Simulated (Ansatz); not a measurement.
A run for Ansatz (a quantum-chemistry and plane-wave program): U-PBE0/def2-TZVPP on CdSb, 2S+1 = 4, a spin state set in the input, which need not be the lowest. Elements past Kr take the def2 small-core potentials; no spin–orbit coupling.

Ansatz 0.2 input:
```yaml
crystal:
  periodic: [false, false, false]
  atoms:
    - {symbol: Cd, position_ang: [0.00000000, 0.00000000, 0.00000000]}
    - {symbol: Sb, position_ang: [0.00000000, 0.00000000, 2.68800000]}
basis:
  gaussian:
    orbitals: def2-TZVPP
hamiltonian:
  xc: {name: PBE0}
magnetization: {spin_polarized: true, initial_magnetization: 3}
relax: {f_tol: 0.002, max_steps: 120}
```

Output:

```
WARN ansatz: RAYON_NUM_THREADS=1 ignored (pool sized by the plan → 1); use --threads N
Functional definition: PBE0
integrals: 0.03 GiB planned
850 factors; their error is unknown
mean field: 0.42 GiB planned
mean field evaluation 1: about -11101.6016 eV, gradient 8.6e0 eV
mean field evaluation 2: about -11101.4106 eV, gradient 1.2e1 eV
mean field evaluation 4: about -11102.0102 eV, gradient 3.6e-1 eV
mean field evaluation 8: about -11102.2762 eV, gradient 1.2e-1 eV
mean field evaluation 16: about -11102.2763 eV, gradient 3.3e-5 eV
mean field -11102.27629182 eV, -408.0011283311 hartree, gradient 3.3e-5 eV, S^2 3.759330; 0 other end points of the search recorded, 0 dependent functions left out
the calculation of the forces begins
reference -11102.27631605 eV, -408.0011292217 hartree; 23, 20 occupied and 83, 86 virtual orbitals, 850 factors
relax step   1: F+E_penalty+E_count = -11102.27629182 eV  Δ(F+E_penalty+E_count) = +0.000e0 eV  max|allowed force component| = 1.159e0 eV/Å  Δτ_max = 0.0000 Å  (31 SCF iters, accepted)
these checks for a lower state are left out or cut short: starts, cluster_reference, orbital_swaps, neighbouring_geometries, increment
integrals: 0.03 GiB planned
850 factors; their error is unknown
mean field: 0.42 GiB planned
mean field -11102.39676589 eV, -408.0055556715 hartree, gradient 2.2e-5 eV, S^2 3.761219; 0 other end points of the search recorded, 0 dependent functions left out
the calculation of the forces begins
reference -11102.39679023 eV, -408.0055565663 hartree; 23, 20 occupied and 83, 86 virtual orbitals, 850 factors
relax step   2: F+E_penalty+E_count = -11102.39676589 eV  Δ(F+E_penalty+E_count) = -1.205e-1 eV  max|allowed force component| = 3.530e-1 eV/Å  Δτ_max = 0.0848 Å  (40 SCF iters, accepted)
these checks for a lower state are left out or cut short: starts, cluster_reference, orbital_swaps, neighbouring_geometries, increment
integrals: 0.03 GiB planned
850 factors; their error is unknown
mean field: 0.42 GiB planned
mean field evaluation 32: about -11102.4148 eV, gradient 7.9e-6 eV
mean field -11102.41482010 eV, -408.0062191517 hartree, gradient 3.2e-5 eV, S^2 3.761890; 0 other end points of the search recorded, 0 dependent functions left out
the calculation of the forces begins
reference -11102.41484449 eV, -408.0062200478 hartree; 23, 20 occupied and 83, 86 virtual orbitals, 850 factors
relax step   3: F+E_penalty+E_count = -11102.41482010 eV  Δ(F+E_penalty+E_count) = -1.805e-2 eV  max|allowed force component| = 1.448e-1 eV/Å  Δτ_max = 0.0371 Å  (35 SCF iters, accepted)
these checks for a lower state are left out or cut short: starts, cluster_reference, orbital_swaps, neighbouring_geometries, increment
integrals: 0.03 GiB planned
850 factors; their error is unknown
mean field: 0.42 GiB planned
mean field -11102.41974999 eV, -408.0064003218 hartree, gradient 3.2e-5 eV, S^2 3.762398; 0 other end points of the search recorded, 0 dependent functions left out
the calculation of the forces begins
reference -11102.41977442 eV, -408.0064012195 hartree; 23, 20 occupied and 83, 86 virtual orbitals, 850 factors
relax step   4: F+E_penalty+E_count = -11102.41974999 eV  Δ(F+E_penalty+E_count) = -4.930e-3 eV  max|allowed force component| = 1.168e-2 eV/Å  Δτ_max = 0.0402 Å  (35 SCF iters, accepted)
these checks for a lower state are left out or cut short: starts, cluster_reference, orbital_swaps, neighbouring_geometries, increment
integrals: 0.03 GiB planned
850 factors; their error is unknown
mean field: 0.42 GiB planned
mean field -11102.41979276 eV, -408.0064018936 hartree, gradient 2.1e-5 eV, S^2 3.762364; 0 other end points of the search recorded, 0 dependent functions left out
the calculation of the forces begins
reference -11102.41981719 eV, -408.0064027912 hartree; 23, 20 occupied and 83, 86 virtual orbitals, 850 factors
relax step   5: F+E_penalty+E_count = -11102.41979276 eV  Δ(F+E_penalty+E_count) = -4.277e-5 eV  max|allowed force component| = 8.854e-5 eV/Å  Δτ_max = 0.0036 Å  (36 SCF iters, accepted)
integrals: 0.03 GiB planned
850 factors; their error is unknown
mean field: 0.42 GiB planned
mean field evaluation 64: about -11102.1509 eV, gradient 3.5e-2 eV
mean field -11102.41979276 eV, -408.0064018936 hartree, gradient 2.2e-5 eV, S^2 3.762364; 1 other end points of the search recorded, 0 dependent functions left out
the calculation of the forces begins
reference -11102.41981719 eV, -408.0064027912 hartree; 23, 20 occupied and 83, 86 virtual orbitals, 850 factors
Total energy: -11102.41981719 eV, -408.0064027912 hartree
Atom 0 at     0.000000    -0.000000    -0.158472 Å, force     0.000000    -0.000000     0.000089 eV/Å
Atom 1 at    -0.000000     0.000000     2.846472 Å, force    -0.000000     0.000000    -0.000089 eV/Å
Dipole moment:     0.000000    -0.000000    -0.103101 e Å
```

The calculation finished and met its thresholds.

Cost: about 17 core-seconds (a rough figure).
